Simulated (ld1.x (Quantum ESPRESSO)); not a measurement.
## Before and after: ultrasoft potential for tantalum

- Element: Ta (Z = 73)
- Generator: ld1.x (Quantum ESPRESSO) 7.5
- Type: ultrasoft
- Functional: PBE
- Relativity: scalar-relativistic
- Frozen core: [Kr] 4d10 4f14 5s2
- Valence charge: 11
- Reference configuration: 5p6 5d3 6s1.5 6p0.5
- Partial waves: 6s (bound): rcut 2.40, rcutus 3.10 bohr; 6s channel at 2.05 Ry: rcut 2.40, rcutus 3.10 bohr; 5p (bound): rcut 2.50, rcutus 2.70 bohr; 6p (bound): rcut 2.50, rcutus 2.70 bohr; 5d (bound): rcut 2.30, rcutus 2.85 bohr; 5d channel at 0.05 Ry: rcut 2.30, rcutus 2.85 bohr
- Local potential: all-electron potential smoothed inside 2.85 bohr (lloc = -1)
- Core correction: none
- Augmentation charge: PSQ, radius 2.10 bohr

All-electron outer shells of the reference configuration (PBE, scalar-relativistic, ld1.x):

```csv
shell,level (eV),outermost node (bohr),outermost maximum (bohr)
5s,-73.79,0.54,0.98
5p,-40.18,0.58,1.13
4f,-25.49,–,0.44
6s,-5.95,1.32,2.74
5d,-4.26,0.65,1.58
6p,-1.77,1.59,3.80
```

Change: functional PBEsol.

Cutoffs: the cutoffs (Ry, on a coarse ladder) from which the occupation-weighted sum of valence levels, in a spherical-Bessel basis at the reference potential, stays within 10 and 1 mRy of its value at 400 Ry; they do not see the model core or the augmentation charge, which bear on the density cutoff. Errors are all-electron minus pseudo energies relative to the spin-unpolarised reference configuration.

Question: Predict the effect on cutoff, ghosts and configuration errors.

Answer: The potential gets neither clearly harder nor softer (12 Ry and 21 Ry → 12 Ry and 21 Ry); of the 7 tests that both files solve, the error grows in 2 and shrinks in 3 by more than 15 % and 0.3 meV (median size 2.1 → 2.4 meV); neither file shows a bound ghost.

```tsv
quantity	base	changed
cutoff, loose	12 Ry	12 Ry
cutoff, tight	21 Ry	21 Ry
bound ghosts	none	none
error for 5p6 5d3 6s2 6p0, meV [ΔE -2.06 → -2.08 eV]	+0.8	+0.7
error for 5p6 5d3 6s1 6p0, meV [ΔE 6.41 → 6.42 eV]	-1.2	-2.9
error for 5p6 5d3 6s0 6p0, meV [ΔE 21.38 → 21.40 eV]	+11	-4.4
error for 5p6 5d3.5 6s1.5 6p0, meV [ΔE -1.07 → -1.09 eV]	-2.1	-2.4
error for 5p6 5d4 6s1 6p0, meV [ΔE 0.04 → 0.01 eV]	-6.7	-7.9
error for 5p6 5d2 6s2 6p0, meV [ΔE 5.62 → 5.64 eV]	+1.8	+0.3
error for 5p6 5d2 6s2 6p1, meV [ΔE 0.93 → 0.95 eV]	+2.6	-0.2
s: phases at 3.33 bohr within 0.05 rad from the reference energy up to (Ry; the scan ends near 5)	3.0	3.0
p: phases at 3.33 bohr within 0.05 rad from the reference energy up to (Ry; the scan ends near 5)	3.0	3.0
d: phases at 3.33 bohr within 0.05 rad from the reference energy up to (Ry; the scan ends near 5)	to the end of the scan	to the end of the scan
lowest overlap eigenvalue by channel	s 0.65, p 0.79, d 1.00	s 0.65, p 0.79, d 1.00
```
